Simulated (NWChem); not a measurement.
# SiHBrF2; SMILES F[SiH](F)Br

```xyz
5

Si     0.3780    -0.9335     0.0000
F     -0.2855    -1.6029    -1.2881
F     -0.2855    -1.6029     1.2881
Br    -0.0566     1.2311     0.0000
H      1.8282    -1.1675     0.0000
```
Atoms are numbered in this order, from 1.

All runs: NWChem. Pople sets run with spherical d functions. Structure relaxed at the B3LYP/6-31G* (spherical d) level.

Q: Taking PBE0/6-311G** as the yardstick, which of these has the fewest basis functions while keeping “highest occupied level (eV)” within 0.1 eV of it: PBE0/3-21G; PBE0/6-31G*; PBE0/STO-3G?

A: none of them.
| level | basis functions | highest occupied level (eV) |
|---|---|---|
| PBE0/STO-3G | 38 | -5.39 |
| PBE0/3-21G | 55 | -8.97 |
| PBE0/6-31G* | 80 | -9.11 |
| PBE0/6-311G** | 112 | -9.23 |

The yardstick is one finite set, not the basis-set limit.
